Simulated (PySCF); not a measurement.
Delta-SCF ions had no search for a lower state. 

Cartesian coordinates (Å):
```xyz
20

C      1.3391    -0.8701    -1.2700
C      0.6983    -0.5125     0.0827
Si     1.5898     1.0031     0.8440
C     -0.8439    -0.4423    -0.0401
C     -1.3641     0.6218    -1.0123
C     -1.5235    -0.2880     1.3116
F     -2.8549    -0.4551     1.2142
F     -1.0765    -1.1857     2.2081
F     -1.3208     0.9379     1.8427
H      2.4029    -1.1225    -1.1479
H      1.2828    -0.0406    -1.9929
H      0.8393    -1.7409    -1.7283
H      0.9196    -1.3371     0.7822
H      1.1825     2.2738     0.1776
H      1.3612     1.1137     2.3095
H      3.0508     0.8054     0.6073
H     -1.1850    -1.4302    -0.3988
H     -1.0585     1.6318    -0.7033
H     -0.9772     0.4410    -2.0242
H     -2.4619     0.5966    -1.0621
```
Charge 0, spin multiplicity 1.

Question: Predict the vertical ionisation energy (Delta-SCF), HOMO–LUMO gap and S1 oscillator strength from M06-2X/def2-TZVP // B3LYP-D3(BJ)/def2-SVP in PySCF 2.14.0.

Answer: 
The vertical ionisation energy (Delta-SCF) is 10.59 eV and the HOMO–LUMO gap comes out as 10.95 eV. The S1 oscillator strength is 0.023.
